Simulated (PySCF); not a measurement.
## XPS shifts beside NMR shieldings

C₇H₁₂SSi.
Atom-mapped SMILES: `[CH:1]#[C:2]/[C:3]([CH2:4][CH3:5])=[C:6](/[CH3:7])[S:8][SiH3:9]`

Binding energies: delta-SCF UKS SCAN, pcX-2 on the ionised atom, pcseg-1 elsewhere, spin-free X2C in PySCF 2.14.0. Shieldings: GIAO B3LYP/pcSseg-1, non-relativistic, same geometry.

| atom | isotropic shielding (ppm) |
| --- | --- |
| C1 | 88.6 |
| C2 | 93.3 |
| C3 | 37.8 |
| C4 | 146.3 |
| C5 | 163.3 |
| C6 | 30.0 |
| C7 | 154.7 |

Question: What are the C 1s binding energies of these atoms?

Answer: 
| atom | environment | C 1s (eV) | isotropic shielding (ppm) |
| --- | --- | --- | --- |
| C1 | terminal alkyne carbon | 289.69 | 88.6 |
| C2 | alkyne carbon | 290.37 | 93.3 |
| C5 | methyl carbon | 290.55 | 163.3 |
| C6 | fully substituted alkene carbon | 290.67 | 30.0 |
| C3 | fully substituted alkene carbon | 290.71 | 37.8 |
| C4 | allylic carbon | 290.73 | 146.3 |
| C7 | allylic carbon | 290.79 | 154.7 |

Over these 7 sites the two quantities correlate at r = 0.12. By binding energy: C1 < C2 < C5 < C6 ≈ C3 ≈ C4 < C7. By shielding: C6 < C3 < C1 < C2 < C4 < C7 < C5.

Spin contamination (⟨S²⟩ against 0.75 for a pure doublet) is marked for C 1s of C2 (0.93), which makes this value less certain. One conformer (not necessarily the lowest) at the PBE0-D3(BJ)/def2-SVP geometry, without solvent, vibrations or thermal averaging.

Conformer computed: `[CH:1]#[C:2]/[C:3]([CH2:4][CH3:5])=[C:6](/[CH3:7])[S:8][SiH3:9]`: C2–C3–C4–C5 -80°, C3–C6–S8–Si9 -82°.
